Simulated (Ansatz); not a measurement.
VO: state-averaged CASSCF

Calculated in Ansatz's Gaussian-basis code. State-averaged CASSCF with equal weights; occupations are averaged over the states; levels count from the state that is lowest in CASSCF. Small basis; these aren't basis-limit values. No symmetry is imposed, so a solution can break that of the shape. Lower solutions, or ones in other orbitals, may exist. The average may hold one member of a degenerate pair alone.

Geometry: bond length 2.3835 Å.

Basis def2-SVP, nonrelativistic, 10 orbitals frozen in the corrections; active space CAS(9,9). Averaged: 2 quartets.

CASSCF levels: quartet 0.00, quartet 0.54 eV.

**Question.** How does SC-NEVPT2 move them?

**Answer.** quartet 0.00, quartet 0.03 eV, in the same order of listing. The lowest state stays.
